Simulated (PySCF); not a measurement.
## Exercise with solution: chemical shift, span and skew from a shielding tensor

CH8Cl2Si3, SMILES [SiH3]C[Si]([SiH3])(Cl)Cl. Atoms are numbered in the order given.

```xyz
14

Si     2.0522     0.4838    -1.8594
C      1.2002    -0.8336    -0.7961
Si    -0.2094    -0.2334     0.2704
Si    -2.1033     0.5227    -0.8788
Cl    -0.8145    -1.7802     1.5341
Cl     0.4842     1.3435     1.4499
H      1.0252     1.2625    -2.6113
H      2.9642    -0.1744    -2.8388
H      2.8367     1.4134    -1.0032
H      0.8016    -1.6275    -1.4524
H      1.9522    -1.3064    -0.1408
H     -1.7647     1.7269    -1.6895
H     -3.1575     0.8653     0.1161
H     -2.5979    -0.5575    -1.7823
```
Charge 0, spin multiplicity 1.

Geometry optimised at B3LYP-D3(BJ)/def2-SVP. This is a generated structure with no PubChem entry under its InChIKey; it may be hypothetical. Other conformers were not sampled.

GIAO shieldings from PBE/pcSseg-1 run with PySCF, non-relativistic, no solvent. The symmetric part of the tensor of Si1 has the principal values 384.5, 396.4, 448.7 ppm. The same nucleus in TMS has σ = 335.4 ppm at this level (PySCF, at its B3LYP-D3(BJ)/def2-TZVP geometry). Without spin–orbit terms, shifts of atoms bonded to Cl or Br come out too high.

Task: Work out the isotropic shielding, the ²⁹Si shift against TMS, the span and the skew.

Result: 
σ(iso) = (σ11 + σ22 + σ33)/3 = 409.9 ppm. δ = σ(ref) − σ(iso) = 335.4 − (409.9) = -74.5 ppm.
Span Ω = σ33 − σ11 = 64.2 ppm. Skew κ = 3(σ(iso) − σ22)/Ω = 0.63. Tumbling in solution averages the tensor to δ; in a static solid the shielding alone would spread this spin-1/2 line over Ω.
